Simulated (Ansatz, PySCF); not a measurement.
Gas-phase reaction R1 → 2 P1, each structure at its B3LYP-D3(BJ)/def2-TZVP stationary point, reached from a drawn start (curvature not checked).
R1, As4 (SMILES [As]12[As]3[As]1[As]23) (charge 0, multiplicity 1, Z-matrix in Å and degrees):
```
As
As 1 2.4523
As 1 2.4523 2 60.00
As 1 2.4523 2 60.00 3 70.53
```
P1, As2 (SMILES [As]#[As]) (charge 0, multiplicity 1):
```xyz
2

As     0.000     0.000    -1.052
As     0.000     0.000     1.052
```

P less R. No zero-point or thermal terms; no spin–orbit coupling.

Correlated levels freeze the cores. In cc and def2 sets filled d and f shells under p-block atoms count as core. CBS: X⁻³ extrapolation of the correlation energy, Hartree–Fock from the larger set.

Codes used: Ansatz (Gaussian basis) for Hartree–Fock, density functionals and correlated methods; PySCF for the D3/D4 terms. Each number belongs to the level named beside it.

PBE/def2-TZVPP gives 2.833 eV for the reaction energy.

### Question
How do the other levels lie against it? Give each less PBE: PBE-D3(BJ)/def2-TZVPP, r2SCAN/def2-TZVPP, PBE0/def2-TZVPP, wB97M-V/def2-TZVPP, B2PLYP/def2-TZVPP, MP2/CBS(cc-pVTZ, cc-pVQZ), CCSD(T)/CBS(cc-pVTZ, cc-pVQZ).

### Answer
PBE-D3(BJ)/def2-TZVPP 0.138; r2SCAN/def2-TZVPP 0.071; PBE0/def2-TZVPP 0.179; wB97M-V/def2-TZVPP -0.068; B2PLYP/def2-TZVPP -0.538; MP2/CBS(cc-pVTZ, cc-pVQZ) 0.030; CCSD(T)/CBS(cc-pVTZ, cc-pVQZ) -0.289 eV. 4 of 7 lie above PBE; the widest gap is to B2PLYP/def2-TZVPP.

Ansatz is a first-principles code.
